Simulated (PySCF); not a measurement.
**He (helium, neutral) across methods**

1s2, closed-shell 1S. Computed with PySCF 2.14 in x2c-QZVPPall with one added diffuse shell each of s, p, d type (5s4p3d1f, 39 functions), with the spin-free X2C one-electron Hamiltonian (Gaussian nucleus).

```tsv
method	E (hartree)	mean ε 1s (eV)	Σ⟨r²⟩ (bohr²)	⟨S²⟩
UHF	-2.86173	-24.979	2.370	0.000
TPSS	-2.9097	-16.291	2.434	0.000
LDA	-2.8349	-15.522	2.573	0.000
BLYP	-2.9071	-15.914	2.513	0.000
PBE	-2.8930	-15.762	2.509	0.000
r2SCAN	-2.9050	-16.537	2.439	0.000
HSE06	-2.8965	-17.816	2.457	0.000
PBE0	-2.8952	-18.220	2.459	0.000
```

Task: Estimate the same row for LC-wPBE.

Result: E (hartree) = -2.9049; mean ε 1s (eV) = -21.197; Σ⟨r²⟩ (bohr²) = 2.504; ⟨S²⟩ = 0.000.
